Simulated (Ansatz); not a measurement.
A structure relaxed at PBE0-D4/def2-TZVP, charge 0, multiplicity 1:

```tsv
atom	x (Å)	y (Å)	z (Å)
N1	0.225	-0.349	1.628
Zr2	-0.163	-0.234	-0.366
O3	1.514	0.046	-1.261
O4	-1.496	1.127	-0.610
F5	-0.895	-1.906	-0.981
H6	1.096	-0.651	2.041
H7	-0.418	-0.099	2.366
H8	2.212	0.261	-1.871
H9	-2.076	1.804	-0.946
```

Q: Give its formula and SMILES.

A: FH4NO2Zr, `[NH2][Zr]([OH])([OH])[F]`.

Q: Point group (tolerance 0.08 Å, 0.16 Å for H)?

A: Cs.

Q: Summarise the bond lengths by kind.

A: 1 × N–Zr 2.034 Å; 2 × H–N 1.010 Å; 2 × O–Zr 1.921 Å; 1 × F–Zr 1.927 Å; 2 × H–O 0.952 Å.

Program: Ansatz 0.2.0.
